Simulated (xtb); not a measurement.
Se(H)(SH) (H2SSe), SMILES S[SeH]. All values are semi-empirical tight-binding results from xtb (GFN2-xTB unless named), good for trends rather than for accurate numbers. Coordinates come from a GFN2-xTB optimisation.

Optimised geometry:

```xyz
4

Se     0.1899    -0.5573     0.3943
H     -0.2599    -1.5683    -0.5606
S     -0.2925     1.1938    -0.7846
H     -1.5164     1.4164    -0.2924
```

Computed properties:
The orbital gap comes out as 3.53 eV and the zero-point energy is 9.3 kcal/mol. The G − E(el) at 298.15 K (modified RRHO) is -7.2 kcal/mol and the static polarisability (D4 model) comes out as 51.2 bohr³. The solvation energy, GFN2-xTB/ALPB(water) is -1.1 kcal/mol and the solvation energy, GFN2-xTB/ALPB(chcl3) comes out as -3.7 kcal/mol.

Computed atomic charges and the Wiberg bond orders between heavy atoms:
charges (e) Se1 -0.14, H2 0.13, S3 -0.16, H4 0.17. Bond orders Se1–S3 1.32.
